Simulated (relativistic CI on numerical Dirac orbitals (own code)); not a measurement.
**Hyperfine structure of Ag13+, mass number 107**

Method of calculation: Dirac-Coulomb-Breit CI, orbitals from a KLI potential per configuration, a model potential for QED, unscaled Slater integrals (own radial code, finite nucleus).

CI space (outside the closed core [Ar] 3d10): 4s2.4p4, 4s.4p5, 4p6, 4s2.4p3.4d, 4s.4p4.4d, 4s2.4p3.4f, 4s.4p4.4f, 4p5.4d, 4s.4p3.4d2, 4s2.4p3.5s, 4s2.4p2.4d.4f, 4s2.4p3.5p, 4p4.4d2, 4p3.4d3, 4p3.4d2.4f, 4p3.4d2.5s. Double excitations out of closed p, d and f shells are left out; levels of such configurations are missing from the list, as are those of other unlisted configurations, and high levels can miss mixing partners. These lack a partner that the ground configuration has and come out too high: 4s2.4p3.5p.

Nuclear spin I = 1/2, μ = -0.11352 μN (tables of Stone and Pyykkö). The electronic factors are computed for point nuclear moments, without core polarisation or the Bohr-Weisskopf and QED corrections.

| Level | E (cm⁻¹) | A (MHz) |
| --- | --- | --- |
| 4s2.4p4 3P_2 | 0 | -1572 |
| 4s2.4p4 3P_1 | 47518 | 367.1 |
| 4s2.4p4 1D_2 | 67763 | -3654 |
| 4s.4p5 3P°_2 | 330645 | -8541 |
| 4s.4p5 3P°_1 | 355928 | -2632 |
| 4s.4p5 1P°_1 | 430796 | -10570 |
| 4s2.4p3.4d 5D°_2 | 459483 | -805 |
| 4s2.4p3.4d 5D°_3 | 460689 | -618.1 |

Levels with J = 0, under 50 % of one LS term, or S terms without an open s electron are left out. Small factors come from cancelling terms and can be off by tens of per cent or more.

At this charge energies of transitions that change n are usually good to better than 1 %, and those within a shell (Δn = 0) to a few per cent.

(1) Give the hyperfine levels of 4s2.4p4 3P_2 relative to its centre of gravity.

Results:

(1) With K = F(F + 1) − I(I + 1) − J(J + 1), E = AK/2: F = 3/2: 2358, F = 5/2: -1572 MHz.

LS names give the leading component of a level, which can be under half, so a name can repeat, a term be missing and a line seem to break the LS rules.
